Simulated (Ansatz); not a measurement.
Cartesian coordinates (Å):
SMILES: SC(S)(S)S
```xyz
9

S      0.3416     1.6294     0.1460
C      0.0495    -0.1204    -0.2938
S     -1.0678    -0.1000    -1.7565
S      1.5234    -1.0080    -0.9480
S     -0.5545    -1.1116     1.1180
H      1.0128     1.3884     1.2890
H     -2.1979     0.0870    -1.0558
H      2.3810    -0.5321    -0.0307
H     -1.4880    -0.2328     1.5319
```
Charge 0, spin multiplicity 1.

Calculation: frozen-core CCSD(T)/cc-pVTZ // B3LYP-D3(BJ)/def2-TZVP run with Ansatz (a quantum-chemistry and plane-wave program).

The HF energy is -1630.36724 Ha. The MP2 correlation energy is -0.88873 Ha.

Task: Estimate the CCSD correlation energy, the (T) correction, the total energy and the T1 diagnostic.

Result: 
```yaml
CCSD correlation energy: -0.94963 Ha
"(T) correction": -0.04836 Ha
CCSD(T) total energy: -1631.36523 Ha
T1 diagnostic: 0.012
```
